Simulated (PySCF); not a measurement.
Calculation: PBE-D3(BJ)/def2-TZVP // PBE-D3(BJ)/def2-SVP (PySCF). Isolated molecules, 0 K electronic values unless said otherwise. One relaxed conformer stands for a flexible species; it need not be the lowest. Excitations are Tamm–Dancoff values on a coarser integration grid. The basis has no diffuse functions, so Rydberg states are missing or too high.

Reference species (SMILES): `Bc1cc2ncccc2cc1[SiH3]` (neutral, multiplicity 1).

| Item | Value |
|---|---|
| S1–T1 gap (TDA) | 0.33 eV |
| S1 excitation (TDA) | 2.95 eV |
| S1 oscillator strength | 0.000 |

Changed species: `Bc1c([SiH3])ccc2ncccc12`.

Q: What does the change do to the S1–T1 gap (TDA), S1 excitation (TDA) and S1 oscillator strength?

A: the S1–T1 gap (TDA) falls by 0.15 eV, to 0.18 eV; the S1 excitation (TDA) decreases by 0.28 eV, to 2.67 eV; the S1 oscillator strength hardly moves.
